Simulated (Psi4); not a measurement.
The Psi4 input:
```
memory 2 GB

molecule {
0 3
  O    -0.00000000   -0.00000000   -0.60491107
  O     0.00000000    0.00000000    0.60491107
}

set basis 6-31g*
set reference uhf

energy('mp3')
print_variables()
```

Task: What is the computed nuclear repulsion energy (MP3/6-31G* (Psi4 1.11))?

Result: 27.9937 Eh

Task: Give the total energy at the level MP3/6-31G*.

Result: -149.9472 Eh

Task: What MP2 correlation energy does MP3/6-31G* give?

Result: -0.3384 Eh

These values belong to the state on which the SCF converged, which isn't shown to be the lowest.
